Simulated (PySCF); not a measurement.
ethynylcyclopropane (C5H6), SMILES C#CC1CC1. Heavy atoms are numbered as in [CH:1]#[C:2][CH:3]1[CH2:4][CH2:5]1. Hydrogens are named by the atom that carries them.

Geometry: B3LYP-D3(BJ)/def2-SVP.

These are PBE/pcSseg-1 (PySCF) values and carry that method's errors.

GIAO shieldings, no solvent; atoms alike by connectivity are averaged. δ = σ(ref) − σ: ¹³C against TMS (σ = 182.0 ppm); ¹H against TMS (σ = 31.49 ppm), references at their B3LYP-D3(BJ)/def2-TZVP geometries, non-relativistic.

```json
[
 {"nucleus": "¹³C", "atoms": "C2", "count": "1", "δ (ppm)": "91.3"},
 {"nucleus": "¹³C", "atoms": "C1 (CH)", "count": "1", "δ (ppm)": "67.9"},
 {"nucleus": "¹³C", "atoms": "C4 (CH2)", "count": "2", "δ (ppm)": "14.4"},
 {"nucleus": "¹³C", "atoms": "C3 (CH)", "count": "1", "δ (ppm)": "5.6"},
 {"nucleus": "¹H", "atoms": "H on C1", "count": "1", "δ (ppm)": "1.67"},
 {"nucleus": "¹H", "atoms": "H on C3", "count": "1", "δ (ppm)": "1.53"},
 {"nucleus": "¹H", "atoms": "H on C4", "count": "4", "δ (ppm)": "0.97"}
]
```
